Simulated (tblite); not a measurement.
Compound: C₆H₈OSi.
Bonds: Si1–O2, O2–C3, C3–C4 (aromatic), C4–C5 (aromatic), C5–C6 (aromatic), C6–C7 (aromatic), C7–C8 (aromatic), C3–C8 (aromatic). Hydrogens: H9, H10, H11 on Si1; H12 on C4; H13 on C5; H14 on C6; H15 on C7; H16 on C8.

Computed with GFN2-xTB (tblite), gas phase: nudged elastic band of 9 images (0 to 8), spring 0.2 eV/Å², climbing image at the end, force threshold 0.05 eV/Å. The top image wasn't refined or checked by frequencies; at this threshold it can lie a kcal/mol or more above the true saddle point of the method.

The band describes a rotation about C3–O2 (aromatic carbon bearing oxygen, silyl ether oxygen), followed by the dihedral C4–C3–O2–Si1, from the optimised start (-179°) to a second optimised geometry at 1°.

Problem. Give the energy profile along the converged band.

Solution. 
| image | dihedral (°) | E (eV) | C3–O2 (Å) | C4···Si1 (Å) | largest true force (eV/Å) |
| --- | --- | --- | --- | --- | --- |
| 0 | -179 | 0.000 | 1.348 | 3.95 | 0.01 |
| 1 | -158 | 0.014 | 1.349 | 3.92 | 0.03 |
| 2 | -136 | 0.038 | 1.351 | 3.85 | 0.02 |
| 3 | -112 | 0.056 | 1.353 | 3.73 | 0.03 |
| 4 | -87 | 0.061 | 1.354 | 3.58 | 0.04 |
| 5 | -62 | 0.053 | 1.353 | 3.42 | 0.04 |
| 6 | -40 | 0.041 | 1.352 | 3.29 | 0.04 |
| 7 | -19 | 0.021 | 1.351 | 3.20 | 0.05 |
| 8 | 1 | 0.000 | 1.349 | 3.23 | 0.00 |

Barriers of this band. The top is image 4 at -87°: 0.06 eV in either direction, as the ends lie within 0.002 eV of each other. The central bond is 0.006 Å longer at the top than at the start.

Problem. What rate follows at 200 K for crossing this barrier forward?

Solution. Taking the electronic barrier for the free energy of activation (no zero-point or entropy terms, transmission 1), rate = (kT/h)·exp(−ΔE/kT) ≈ 1 × 10^11 s⁻¹, whose inverse is 8 × 10^-12 s. An error of 1 kcal/mol in the barrier changes this by a factor of 12, and the method and the loose band can each miss by that much or more. The barrier is only 3.6 kT, where transition-state theory is rough.

What follows is the cost of the whole band run. The run took 4.2 s on Arm Neoverse N1, one thread, no GPU, on a shared host, and the process peaked at 0.18 GiB of memory.
